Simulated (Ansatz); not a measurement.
Basis-set extrapolation for BH6NO2Si (`N[SiH](O)BO`) (PBE0-D4/def2-TZVP geometry, frozen core, Ansatz). Multiplicity 1, RHF reference.

|  | def2-TZVPP | def2-QZVPP |
| --- | --- | --- |
| HF | -521.520452 | -521.541241 |
| MP2 correlation | -0.914991 | -0.986191 |
| CCSD(T) correlation | -0.983313 | not run |

Energies in hartree. Use E(X) = E(∞) + A·exp(−7.88·√X) for Hartree–Fock and E(X) = E(∞) + B·X^(−2.97) for correlation, with X = 3 and 4, and add CCSD(T) minus MP2 of the smaller set to the MP2 limit.

Problem. What is the CCSD(T) energy at the basis-set limit?

Solution. HF limit: -521.541241 + (-0.020789) × 0.13774 = -521.54410. MP2 limit: -0.986191 + (-0.071200) × 0.74074 = -1.03893. Higher-order term: -0.983313 − (-0.914991) = -0.06832. Total: -522.65135 hartree, 387.5 kJ/mol below CCSD(T)/def2-TZVPP.
